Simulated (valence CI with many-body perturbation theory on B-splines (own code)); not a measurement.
# Mn⁴⁺: electric-dipole lines

Level of theory: valence CI with perturbative core correlation (CI+MBPT): three valence electrons over a frozen Dirac-Fock core [Ar], a basis of 7 s, 7 p, 8 d, 6 f, 4 g, 1 h functions for each j, with the one-electron correlation potential Σ1, the two-electron term Σ2, the three-electron term Σ3, Breit, model QED; selected CI, second order for the rest, scaled by the run's own slope (own B-spline code, finite nucleus).

Against 67 measured levels this calculation errs by 1039 cm⁻¹ on average and by 1766 at most. These come from a selection out of Corliss and Sugar, J. Phys. Chem. Ref. Data 6, 1253 (1977). Levels without a partner in it may be off by more, other configurations by 1,000 to 8,000 cm⁻¹. The list stops below the first excitations out of the core.

Lines 101 to 150 of 562 in falling wavelength, among levels below 297960 cm⁻¹, chosen from the strongest by gf and those to the six lowest levels. Wavelengths and rates use the calculated energies, so an error of 1000 cm⁻¹ moves a line at 153.2 nm by 1.5 % and its rate by three times that or more. Electric multipoles are in the length gauge, E1 and E2 with the static RPA response of the core. Weak lines are less certain than strong ones. Lines between different terms over intervals too small for the method are left out, as are lines whose strength nearly cancels. Where a level lies close to another of its J and parity, the split of strength between their lines is uncertain. The highest levels of a list are the least certain.

Letters in brackets count levels of one name in rising energy.

```tsv
λ vac (nm)	λ from measured levels	Upper	Lower	A (s⁻¹)	S (a.u.)
153.7		3d²4p ²F°_7/2 [b]	3d²4s ⁴P_5/2	3.18e+07	4.56e-01
153.5		3d²4p ²P°_1/2 [a]	3d²4s ⁴P_3/2	3.22e+07	1.15e-01
153.3		3d²4p ²P°_3/2 [a]	3d²4s ²D_5/2	4.01e+08	2.85e+00
153.2	153.3	3d²4p ⁴G°_9/2	3d²4s ⁴F_9/2	1.92e+08	3.42e+00
152.9		3d²4p ²F°_5/2 [b]	3d²4s ²D_3/2	5.41e+08	5.72e+00
152.8		3d²4p ²P°_1/2 [a]	3d²4s ⁴P_1/2	5.46e+06	1.92e-02
152.7	152.8	3d²4p ⁴G°_7/2	3d²4s ⁴F_5/2	5.17e+08	7.27e+00
152.4		3d²4p ²F°_5/2 [b]	3d²4s ²D_5/2	1.30e+08	1.36e+00
152.3		3d²4p ⁴D°_3/2 [b]	3d²4s ⁴P_5/2	5.40e+07	3.77e-01
151.8	152.0	3d²4p ⁴F°_3/2	3d²4s ⁴F_5/2	2.20e+08	1.52e+00
151.8	152.0	3d²4p ⁴F°_7/2	3d²4s ⁴F_9/2	1.25e+08	1.72e+00
151.8	152.0	3d²4p ⁴F°_5/2	3d²4s ⁴F_7/2	2.13e+08	2.21e+00
151.7		3d²4p ⁴D°_1/2 [b]	3d²4s ⁴P_3/2	1.43e+08	4.93e-01
151.6	151.7	3d²4p ⁴G°_9/2	3d²4s ⁴F_7/2	5.75e+08	9.89e+00
151.5		3d²4p ²P°_1/2 [a]	3d²4s ²D_3/2	7.22e+08	2.48e+00
151.2	150.8	3d²4p ²G°_7/2 [a]	3d²4s ²F_7/2	4.02e+07	5.48e-01
151.0		3d²4p ⁴D°_1/2 [b]	3d²4s ⁴P_1/2	6.01e+08	2.04e+00
150.9	151.1	3d²4p ⁴F°_3/2	3d²4s ⁴F_3/2	5.54e+08	3.76e+00
150.9		3d²4p ⁴D°_3/2 [b]	3d²4s ⁴P_3/2	2.78e+08	1.89e+00
150.9		3d²4p ⁴D°_5/2 [b]	3d²4s ⁴P_5/2	1.46e+08	1.49e+00
150.5	150.7	3d²4p ⁴F°_5/2	3d²4s ⁴F_5/2	4.16e+08	4.20e+00
150.4	150.4	3d²4p ⁴G°_11/2	3d²4s ⁴F_9/2	8.01e+08	1.61e+01
150.2		3d²4p ⁴D°_3/2 [b]	3d²4s ⁴P_1/2	2.67e+08	1.79e+00
150.2	150.4	3d²4p ⁴F°_7/2	3d²4s ⁴F_7/2	4.59e+08	6.14e+00
150.1	150.2	3d²4p ⁴F°_9/2	3d²4s ⁴F_9/2	6.06e+08	1.01e+01
149.9		3d²4p ²F°_7/2 [b]	3d²4s ²D_5/2	6.99e+08	9.29e+00
149.7	149.9	3d²4p ⁴F°_5/2	3d²4s ⁴F_3/2	1.64e+08	1.63e+00
149.5		3d²4p ⁴D°_5/2 [b]	3d²4s ⁴P_3/2	4.44e+08	4.39e+00
149.5	149.1	3d²4p ²G°_9/2 [a]	3d²4s ²F_7/2	7.76e+08	1.28e+01
149.0	149.1	3d²4p ⁴F°_7/2	3d²4s ⁴F_5/2	2.36e+08	3.09e+00
149.0		3d²4p ⁴D°_3/2 [b]	3d²4s ²D_3/2	1.46e+08	9.51e-01
148.7	148.3	3d²4p ²G°_7/2 [a]	3d²4s ²F_5/2	7.55e+08	9.80e+00
148.5	148.7	3d²4p ⁴F°_9/2	3d²4s ⁴F_7/2	2.19e+08	3.55e+00
148.5		3d²4p ⁴D°_3/2 [b]	3d²4s ²D_5/2	2.03e+06	1.31e-02
148.4		3d²4p ⁴D°_7/2 [b]	3d²4s ⁴P_5/2	7.52e+08	9.70e+00
148.3		3d²4p ²D°_5/2 [b]	3d²4s ⁴P_5/2	1.34e+08	1.29e+00
148.3		3d²4p ²D°_3/2 [b]	3d²4s ⁴P_3/2	1.60e+08	1.03e+00
147.9		3d²4p ²H°_9/2	3d²4s ²G_7/2	8.20e+08	1.31e+01
147.8	147.9	3d²4p ²F°_5/2 [a]	3d²4s ⁴F_7/2	5.27e+07	5.04e-01
147.6		3d²4p ²D°_3/2 [b]	3d²4s ⁴P_1/2	2.83e+07	1.80e-01
147.5	147.6	3d²4p ²F°_7/2 [a]	3d²4s ⁴F_9/2	1.90e+08	2.40e+00
147.1		3d²4p ⁴D°_5/2 [b]	3d²4s ²D_5/2	1.67e+08	1.57e+00
147.0		3d²4p ²D°_5/2 [b]	3d²4s ⁴P_3/2	4.96e+07	4.67e-01
146.6	146.7	3d²4p ²F°_5/2 [a]	3d²4s ⁴F_5/2	2.52e+07	2.35e-01
146.4		3d²4p ²D°_3/2 [b]	3d²4s ²D_3/2	5.92e+08	3.67e+00
146.0	146.1	3d²4p ²F°_7/2 [a]	3d²4s ⁴F_7/2	2.63e+07	3.24e-01
145.8	145.9	3d²4p ²F°_5/2 [a]	3d²4s ⁴F_3/2	6.89e+07	6.32e-01
145.4		3d²4p ²H°_11/2	3d²4s ²G_9/2	8.63e+08	1.57e+01
145.3		3d²4p ²D°_5/2 [c]	3d²4s ²P_3/2	7.07e+08	6.42e+00
145.2		3d²4p ²D°_3/2 [c]	3d²4s ²P_3/2	6.21e+07	3.76e-01
```
